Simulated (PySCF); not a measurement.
Members of one series of related molecules.

All values: CAM-B3LYP/def2-SVPD (PySCF) at GFN2-xTB geometries, gas phase, one conformer each. Core orbitals are frozen in the response; Δα² is half the sum of the squared differences of the principal polarisabilities.

Task: Rank by HOMO energy, lowest first.
A. `FC(F)(F)c1cncnn1`
B. `n1c(nnc(SC)c1)[SiH3]`
C. `CSc1cnc(C=O)nn1`

Result: A (-9.06 eV), C (-8.57 eV), B (-8.22 eV).

Task: Rank by mean static polarisability, highest first.
A. `CSC1=CN=CN=N1`
B. `FC(F)(F)c1cncnn1`
C. `C1=NC=C(C2CC2)N=N1`
D. `CSC1=NN=C([SiH3])N=C1`
E. `CSC1=NN=C(C=O)N=C1`

Result: D (17.54 Å³), E (16.06 Å³), A (12.95 Å³), C (12.69 Å³), B (9.67 Å³).

Task: Rank by dipole moment, lowest first.
A. `[CH3:1][S:2][c:3]1[cH:4][n:5][c:6]([CH:7]=[O:8])[n:9][n:10]1` with C1–S2–C3–C4 180°, N5–C6–C7–O8 180°
B. `FC(F)(c1cncnn1)F`
C. `[CH3:1][S:2][c:3]1[cH:4][n:5][cH:6][n:7][n:8]1` with C1–S2–C3–C4 180°
D. `[cH:1]1[n:2][cH:3][c:4]([CH:5]2[CH2:6][CH2:7]2)[n:8][n:9]1` with C3–C4–C5–C6 -146°

Result: C (1.72 D), B (2.61 D), D (2.94 D), A (4.95 D).

All values together:

| SMILES | change | formula | μ (D) | HOMO (eV) | LUMO (eV) | α (Å³) | Δα (Å³) | electrons | α per electron (Å³) |
| --- | --- | --- | --- | --- | --- | --- | --- | --- | --- |
| CSc1cncnn1 | parent | C4H5N3S | 1.72 | -8.24 | -0.99 | 12.95 | 8.65 | 66 | 0.196 |
| CSc1cnc([SiH3])nn1 | H replaced by SiH3 | C4H7N3SSi | 1.66 | -8.22 | -0.99 | 17.54 | 12.60 | 82 | 0.214 |
| FC(F)(F)c1cncnn1 | SCH3 replaced by CF3 | C4H2F3N3 | 2.61 | -9.06 | -1.65 | 9.67 | 5.05 | 74 | 0.131 |
| CSc1cnc(C=O)nn1 | H replaced by CHO | C5H5N3OS | 4.95 | -8.57 | -1.63 | 16.06 | 13.52 | 80 | 0.201 |
| c1ncc(C2CC2)nn1 | SCH3 replaced by cPr | C6H7N3 | 2.94 | -8.25 | -0.88 | 12.69 | 6.93 | 64 | 0.198 |
| C#Cc1ncc(SC)nn1 | H replaced by ethynyl | C6H5N3S | 1.66 | -8.11 | -1.07 | 17.53 | 17.16 | 78 | 0.225 |

Conformers: `[CH3:1][S:2][c:3]1[cH:4][n:5][cH:6][n:7][n:8]1` with C1–S2–C3–C4 180°; `[CH3:1][S:2][c:3]1[cH:4][n:5][c:6]([SiH3:7])[n:8][n:9]1` with C1–S2–C3–C4 180°; `[CH3:1][S:2][c:3]1[cH:4][n:5][c:6]([CH:7]=[O:8])[n:9][n:10]1` with C1–S2–C3–C4 180°, N5–C6–C7–O8 180°; `[cH:1]1[n:2][cH:3][c:4]([CH:5]2[CH2:6][CH2:7]2)[n:8][n:9]1` with C3–C4–C5–C6 -146°; `[CH:1]#[C:2][c:3]1[n:4][cH:5][c:6]([S:7][CH3:8])[n:9][n:10]1` with C5–C6–S7–C8 180°.

Task: Give the shifts from the parent, `CSc1cncnn1`.

Result: 
```json
{"SMILES": "CSc1cnc([SiH3])nn1", "change in μ (D)": "-0.06", "change in HOMO (eV)": "+0.02", "change in LUMO (eV)": "0.00", "change in mean α (Å³)": "+4.59"}
{"SMILES": "FC(F)(F)c1cncnn1", "change in μ (D)": "+0.89", "change in HOMO (eV)": "-0.82", "change in LUMO (eV)": "-0.66", "change in mean α (Å³)": "-3.28"}
{"SMILES": "CSc1cnc(C=O)nn1", "change in μ (D)": "+3.23", "change in HOMO (eV)": "-0.33", "change in LUMO (eV)": "-0.64", "change in mean α (Å³)": "+3.11"}
{"SMILES": "c1ncc(C2CC2)nn1", "change in μ (D)": "+1.22", "change in HOMO (eV)": "-0.01", "change in LUMO (eV)": "+0.11", "change in mean α (Å³)": "-0.26"}
{"SMILES": "C#Cc1ncc(SC)nn1", "change in μ (D)": "-0.06", "change in HOMO (eV)": "+0.13", "change in LUMO (eV)": "-0.08", "change in mean α (Å³)": "+4.58"}
```

Task: How closely does the mean polarisability follow the number of electrons in this set?

Result: The correlation coefficient is 0.65; α per electron runs from 0.131 to 0.225 Å³.
